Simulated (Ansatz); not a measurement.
This geometry of C₂H₁₀ClNSi₂ (16 atoms, charge 0, multiplicity 1) is a first-order saddle point.

All numbers below come from Ansatz, RKS PBE0-D4/6-31G*.

```xyz
16
Properties=species:S:1:pos:R:3
C -0.394 -1.089 1.480
Si 0.043 -0.407 -0.210
Si 2.306 -0.680 -0.750
Cl -1.048 -1.509 -1.627
C -0.575 1.384 -0.375
N -1.997 1.442 -0.197
H -0.244 -2.171 1.528
H -1.445 -0.870 1.693
H 0.223 -0.621 2.257
H 2.708 -2.115 -0.692
H 3.158 0.079 0.215
H 2.585 -0.161 -2.120
H -0.234 1.836 -1.322
H -0.093 1.967 0.421
H -2.606 0.921 -0.801
H -2.409 1.972 0.546
```

Task: Which two structures does it join? (They come from a converged band through this point; their orientation in space is the band's.)

Result: No bond is made or broken. The height of N6 over the plane of its neighbours goes from -0.39 to 0.39 Å.

Initial state:

```xyz
16
Properties=species:S:1:pos:R:3
C -0.338 -1.210 1.481
Si 0.024 -0.438 -0.184
Si 2.275 -0.581 -0.811
Cl -1.077 -1.490 -1.631
C -0.612 1.342 -0.248
N -2.040 1.349 0.051
H -0.151 -2.288 1.479
H -1.387 -1.027 1.735
H 0.288 -0.752 2.256
H 2.730 -2.000 -0.825
H 3.122 0.173 0.160
H 2.486 0.005 -2.166
H -0.320 1.824 -1.198
H -0.084 1.884 0.550
H -2.548 0.884 -0.696
H -2.390 2.302 0.090
```

Final state:

```xyz
16
Properties=species:S:1:pos:R:3
C -0.408 -1.062 1.469
Si 0.021 -0.369 -0.224
Si 2.280 -0.673 -0.756
Cl -1.108 -1.454 -1.621
C -0.566 1.432 -0.381
N -2.000 1.640 -0.179
H -0.187 -2.132 1.524
H -1.473 -0.929 1.689
H 0.171 -0.555 2.250
H 2.658 -2.114 -0.697
H 3.130 0.074 0.219
H 2.571 -0.153 -2.122
H -0.294 1.822 -1.369
H -0.016 2.052 0.341
H -2.526 1.078 -0.845
H -2.277 1.320 0.745
```

Task: How far does it lie above each of them?

Result: 22.5 kJ/mol above the first and 21.5 kJ/mol above the second. This is the barrier of this one path; another mechanism may lie lower.

Time of the run: 3.2 min on 2 threads of Intel(R) Xeon(R) Platinum 8259CL CPU @ 2.50GHz (Skylake/Cascade Lake), with other jobs on the host, peak memory 0.37 GiB.
